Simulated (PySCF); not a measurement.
## Deuteron quadrupole couplings in `OC[C@@H]1[C@@H](F)O[C@@H]1CF`

Compound: C5H8F2O2.
Geometry (GFN2-xTB, Å), atoms numbered from 1 in this order:
```xyz
17
C5H8F2O2 angstrom
O     -2.518   -0.654   -0.447
C     -1.129   -0.851   -0.409
C     -0.452    0.120    0.555
C     -0.439    1.593    0.130
F     -0.910    2.437    1.097
O      0.960    1.624    0.063
C      1.086    0.272    0.526
C      1.894   -0.581   -0.443
F      1.886   -1.886   -0.026
H     -2.892   -0.804    0.429
H     -0.876   -1.881   -0.122
H     -0.793   -0.678   -1.434
H     -0.850   -0.011    1.563
H     -0.938    1.878   -0.803
H      1.548    0.231    1.519
H      2.935   -0.244   -0.455
H      1.482   -0.553   -1.454
```

Level: PBE0/pcSseg-1 (PySCF, non-relativistic); Q(2H) = 0.00286 b; rigid geometry, the same for H and D, with no vibrational averaging.

Question: Rank these positions by the coupling χzz of a deuteron there, largest first.
A. H11 (methylene hydrogen)
B. H10 (hydroxyl hydrogen)
C. H13 (methine hydrogen)
D. H17 (methylene hydrogen)

Answer: B (312 kHz), C (201 kHz), D (195 kHz), A (189 kHz).

Give the electric field gradient Vzz (the principal value of largest size), its asymmetry and the 2H coupling at each hydrogen.

```csv
atom,bonded to,bond length (Å),Vzz (au),η,χzz (kHz)
H10,O1,0.964,0.4642,0.14,312
H11,C2,1.099,0.2816,0.05,189
H12,C2,1.092,0.2942,0.06,198
H13,C3,1.092,0.2996,0.04,201
H14,C4,1.096,0.2807,0.05,189
H15,C7,1.096,0.2845,0.03,191
H16,C8,1.094,0.2880,0.07,194
H17,C8,1.093,0.2899,0.06,195
```

Average by the element that carries the hydrogen.

on O: 312 kHz over 1 position, mean bond length 0.964 Å; on C: 194 kHz over 7 positions, mean bond length 1.095 Å.

A static deuteron (I = 1) shows a doublet split by (3/2)χ, (3/4)χ(1 + η) and (3/4)χ(1 − η) with the field along z, y and x of the gradient. What are these for H15?

With |χ| = 191.2 kHz and η = 0.028: 287, 147 and 139 kHz, to first order and without motion.

Isolated species at its GFN2-xTB geometry (one conformer only). GFN2-xTB bond lengths can be off by several hundredths of an ångström, more for odd bonds, and the gradients follow them. A larger basis could move these couplings by a tenth or more.
